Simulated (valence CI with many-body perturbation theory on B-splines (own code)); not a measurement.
Results of a calculation; reference values are marked as such.
**From CI to CI+MBPT in Cu VII**

Method: configuration interaction combined with many-body perturbation theory (CI+MBPT): five valence electrons over a frozen Dirac-Fock core [Ar], a basis of 7 s, 7 p, 8 d, 6 f, 4 g, 1 h functions for each j, with the one-electron correlation potential Σ1, the two-electron term Σ2, the three-electron term Σ3, Breit, model QED; selected CI, second order for the rest, scaled by the run's own slope (own B-spline code, finite nucleus).

Set against measurement, 36 paired levels are off by 876 cm⁻¹ on average, the worst by 2342. These come from a selection out of Gamrath, thesis, University of Mons (2023). Levels without a partner in it may be off by more, other configurations by 1,000 to 8,000 cm⁻¹. Among the levels kept, up to 1700 cm⁻¹ of a level comes from second order outside the variational space, and about a tenth of that is noise between levels of different J, which matters for small intervals. The list stops below the first excitations out of the core. Only levels of the ground parity were solved; by the run's estimate the other parity begins above the list, which can be wrong where configurations are misplaced.

Each rung adds one term. CI alone is the Dirac-Coulomb CI over the frozen core; QED comes last and gives the full result, which names the levels. Energies are above 3d5 6S_5/2 on the same rung, in eV.

Names give the largest LS component (configuration and term), which can be under half, so a name can repeat, a term be missing and a line seem to break the LS rules; names also repeat where a configuration has a term twice. Letters in brackets count levels of one name in rising energy.

| Level | CI alone | Σ1 | Σ2 | Σ3 | Breit | QED | Full |
| --- | --- | --- | --- | --- | --- | --- | --- |
| 3d5 4G_11/2 | 5.845 | +0.0521 | -0.1875 | -0.0667 | -0.0313 | +0.0003 | 5.612 |
| 3d5 4G_5/2 | 5.819 | +0.0504 | -0.1894 | -0.0659 | +0.0058 | +0.0002 | 5.620 |
| 3d5 4G_9/2 | 5.845 | +0.0526 | -0.1856 | -0.0663 | -0.0179 | +0.0003 | 5.628 |
| 3d5 4G_7/2 | 5.834 | +0.0519 | -0.1879 | -0.0659 | -0.0047 | +0.0002 | 5.628 |
| 3d5 4P_5/2 | 6.391 | +0.0507 | -0.0592 | -0.1206 | +0.0176 | -0.0003 | 6.279 |
| 3d5 4P_3/2 | 6.422 | +0.0535 | -0.0428 | -0.1255 | +0.0141 | -0.0001 | 6.322 |
| 3d5 4P_1/2 | 6.457 | +0.0564 | -0.0201 | -0.1329 | +0.0082 | +0.0001 | 6.368 |
| 3d5 4D_7/2 | 7.088 | +0.0618 | -0.2768 | -0.0254 | -0.0066 | +0.0003 | 6.841 |
| 3d5 4D_1/2 | 7.121 | +0.0651 | -0.2571 | -0.0328 | +0.0039 | +0.0005 | 6.901 |
| 3d5 4D_3/2 | 7.144 | +0.0672 | -0.2347 | -0.0404 | -0.0054 | +0.0008 | 6.931 |
| 3d5 4D_5/2 | 7.147 | +0.0673 | -0.2248 | -0.0450 | -0.0139 | +0.0009 | 6.932 |
| 3d5 2I_11/2 | 8.433 | +0.0737 | -0.2378 | -0.1359 | -0.0206 | +0.0003 | 8.113 |
| 3d5 2I_13/2 | 8.469 | +0.0769 | -0.2349 | -0.1351 | -0.0458 | +0.0005 | 8.130 |
| 3d5 2D_5/2 [a] | 8.961 | +0.0690 | -0.1522 | -0.1722 | +0.0208 | -0.0004 | 8.726 |
| 3d5 2D_3/2 [a] | 9.132 | +0.0771 | -0.1549 | -0.1639 | +0.0060 | +0.0002 | 8.896 |
| 3d5 2F_7/2 [a] | 9.383 | +0.0834 | -0.1732 | -0.1479 | -0.0054 | +0.0003 | 9.140 |
| 3d5 4F_9/2 | 9.474 | +0.0825 | -0.1811 | -0.0437 | -0.0127 | +0.0003 | 9.319 |
| 3d5 4F_5/2 | 9.483 | +0.0855 | -0.1757 | -0.0598 | +0.0023 | +0.0005 | 9.335 |
| 3d5 4F_7/2 | 9.498 | +0.0865 | -0.0931 | -0.1108 | -0.0074 | +0.0007 | 9.373 |

The middle columns are the shifts that each term adds.

(1) How does the ionisation energy move along the ladder, and which term matters most?

## Answers

(1) CI alone 130.99, + Σ1 132.73, + Σ2 137.61, + Σ3 137.61, + Breit 137.64, + QED 137.64 eV. The largest step is Σ2, 4.88 eV. NIST lists 139 ± 1.2 eV (semi-empirical).
